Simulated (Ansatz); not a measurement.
Job for Ansatz (an electronic-structure program): R-CCSD(T)/aug-cc-pVDZ on C3H6O2 (a complex), monomers drawn apart or pushed together.

Ansatz 0.2 input:
```yaml
crystal:
  periodic: [false, false, false]
  atoms:
    - {symbol: C, position_ang: [-0.58150730, -0.24367681, -0.01598849]}
    - {symbol: C, position_ang: [0.61768397, 0.32000242, 0.07119156]}
    - {symbol: H, position_ang: [-0.80659325, -1.16662531, 0.50484006]}
    - {symbol: H, position_ang: [-1.37330316, 0.19039615, -0.61470625]}
    - {symbol: H, position_ang: [0.85552135, 1.23807526, -0.45262081]}
    - {symbol: H, position_ang: [1.40550771, -0.12684313, 0.66566728]}
    - {symbol: O, position_ang: [0.34044548, -1.20349443, 3.62593034]}
    - {symbol: C, position_ang: [-0.15396909, -0.22821529, 4.12060443]}
    - {symbol: O, position_ang: [-0.60732030, 0.83901611, 3.45435191]}
    - {symbol: H, position_ang: [-0.29976399, -0.08452656, 5.19963132]}
    - {symbol: H, position_ang: [-0.46822447, 0.69075782, 2.49595706]}
basis:
  gaussian:
    orbitals: aug-cc-pVDZ
magnetization: {spin_polarized: false}
correlation: {method: ccsd_t, electrons: outside_noble_gas}
scf: {lower_state_search: off}
```

The log:

```
WARN ansatz: RAYON_NUM_THREADS=2 ignored (pool sized by the plan → 2); use --threads N
Functional definition: HF
these checks for a lower state are left out or cut short: stability, starts, cluster_reference, orbital_swaps, neighbouring_geometries, increment
integrals: 0.60 GiB planned
1656 factors; integrals over basis functions are off by at most 7.2e-4 eV
mean field: 0.68 GiB planned
mean field evaluation 1: about -7256.5305 eV, gradient 4.6e1 eV
mean field evaluation 2: about -7256.6001 eV, gradient 4.6e1 eV
mean field evaluation 4: about -7261.1397 eV, gradient 4.9e0 eV
mean field evaluation 8: about -7261.2138 eV, gradient 4.6e-1 eV
mean field evaluation 16: about -7261.2155 eV, gradient 9.4e-7 eV
mean field -7261.21546302 eV, -266.8447464373 hartree, gradient 9.4e-7 eV, S^2 0.000000; 0 other end points of the search recorded, 0 dependent functions left out
5 core orbitals not correlated
reference -7261.21546302 eV, -266.8447464373 hartree; 15, 15 occupied and 149, 149 virtual orbitals, 1656 factors
second order -22.21324214 eV of doubles, -0.00000000 eV of singles
coupled cluster: 2.01 GiB planned
cycle   1  -22.48565452 eV  change   -2.7e-1 eV  update   1.2e-1
cycle   2  -23.10059677 eV  change   -6.1e-1 eV  update   3.8e-2
cycle   3  -23.28048097 eV  change   -1.8e-1 eV  update   2.1e-2
cycle   4  -23.27109822 eV  change    9.4e-3 eV  update   5.1e-3
cycle   5  -23.27008069 eV  change    1.0e-3 eV  update   2.1e-3
cycle   6  -23.27094861 eV  change   -8.7e-4 eV  update   5.7e-4
cycle   7  -23.27076670 eV  change    1.8e-4 eV  update   2.1e-4
cycle   8  -23.27065826 eV  change    1.1e-4 eV  update   6.8e-5
cycle   9  -23.27066732 eV  change   -9.1e-6 eV  update   2.9e-5
perturbative correction -0.83432831 eV, -0.0306609998 hartree
Total energy: -7285.32045864 eV, -267.7305886876 hartree
Checks for a lower state left out: stability, starts, cluster_reference, orbital_swaps, neighbouring_geometries, increment
```

The run converged.

Cost: roughly 40 core-seconds.
